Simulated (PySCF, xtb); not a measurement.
C₄H₅, SMILES C#C[CH]C, multiplicity 2.

Harmonic wavenumbers (cm⁻¹) from GFN2-xTB run with xtb 6.7.1 at its own minimum, in rising order: 102, 182, 314, 464, 472, 569, 648, 921, 991, 1081, 1167, 1360, 1392, 1463, 1481, 2111, 2941, 2968, 3043, 3068, 3395.

Q: What does B3LYP-D3(BJ)/def2-SVP run with PySCF give at its own minimum? (Estimate from the structure and the level; the computed values follow.)

A: 91, 212, 404, 474, 553, 605, 666, 872, 992, 1086, 1152, 1377, 1388, 1446, 1467, 2021, 3001, 3054, 3129, 3149, 3464. Paired by order, the mean absolute difference is 41 cm⁻¹ and the zero-point energies are 43.1 and 43.7 kcal/mol.
